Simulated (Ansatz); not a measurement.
**Reading a saddle point**

A first-order saddle point of SiH₅SBr, closed shell, PBE0-D4/def2-TZVP, with one imaginary mode of 300i cm⁻¹:

Si1  (-0.512, -0.672, -0.270)
S2  (1.462, 0.322, 0.512)
H3  (-0.417, -1.198, -1.644)
H4  (-0.120, -1.865, 0.565)
H5  (-1.781, -0.262, 0.364)
H6  (0.938, 1.537, 0.086)
Br7  (-0.630, 1.737, -1.408)
H8  (1.060, 0.400, 1.796)
(Å)

Program: Ansatz 0.2.0. Basis: def2-TZVPP and def2-QZVPP. Cores are frozen in the correlated methods. Filled d shells of the heavier atoms are correlated. The def2 sets are not built for correlating such inner shells, so the correlated values are less sure here. Extrapolation: Hartree–Fock as exp(−7.88 √X), correlation as X^−2.97.

Which contacts change along the imaginary mode, and what lies on either side? (A judgement: the text doesn't fix the answer.)

By the calculation: The step is SiH₄S ([SiH3][SH]) + HBr → SiH₃Br ([SiH3][Br]) + H₂S, with the molecules in contact on both sides. Shortening one way: Si1–Br7, S2–H6; lengthening the same way: Si1–S2, H6–Br7.
```csv
pair,one side (Å),saddle (Å),other side (Å)
Si1–Br7,4.28,2.67,2.23
S2–H6,2.33,1.39,1.34
Si1–S2,2.15,2.34,3.82
H6–Br7,1.44,2.18,3.28
```

Which side is lower, and how far does the saddle lie above each? (An estimate is asked for; the value comes from the calculation.)

The calculation gives: The side with Si1–Br7, S2–H6 short is lower by 0.349 eV; the saddle lies 1.527 eV above it and 1.178 eV above the other (CCSD(T) at an estimated basis limit (MP2 extrapolated from triple and quadruple zeta, plus CCSD(T) − MP2 in triple zeta); electronic energies).

The T1 diagnostic stays at or below 0.011.

Labels in which every atom is bracketed show which atoms are joined, not bond orders.

For scale, one of the runs: CCSD(T)/def2-TZVPP, 202 basis functions, launched by `ansatz run in.yaml --threads 4 --pin off --events-out ev --progress --plain --max-ram 9574MiB`. Hardware: 4 CPU threads of an Arm Neoverse V1, shared host. Wall time 63 s; peak host memory 2.3 GiB.
